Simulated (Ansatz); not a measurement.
The same ligand exchange along the group B, Al, In.

Isolated molecules relaxed with PBE0-D4/def2-TZVP in Ansatz; ΔE leaves out vibrations. CCSD(T)/CBS adds triple-zeta CCSD(T) − MP2 to the extrapolated MP2 energy (def2 sets, frozen cores). This one scheme is used for every species. Functionals use def2-TZVPP. B3LYP here is the variant with VWN-RPA as its local correlation; programs differ in this. Elements past krypton have def2 core potentials. For Br, In outer-core shells are correlated without core-valence functions, which leaves a few kJ/mol of doubt a bond. Scalar relativity is left out up to krypton. One conformer a species, not always the lowest.

```csv
reaction,PBE-D4 (kJ/mol),r2SCAN-D4 (kJ/mol),B3LYP-D4 (kJ/mol),CCSD(T)/CBS(def2) (kJ/mol)
`CB(O)Br` + CH₃OH → `COB(O)Br` + CH₄,-117,-124,-126,-120
`[CH3][Al]([OH])[Br]` + CH₃OH → `C[O][Al]([OH])[Br]` + CH₄,-117,-129,-131,-127
`[CH3][In]([OH])[Br]` + CH₃OH → `C[O][In]([OH])[Br]` + CH₄,-22,-27,-26,-25
```

Largest T1 diagnostic: 0.015, for `C[O][In]([OH])[Br]`.
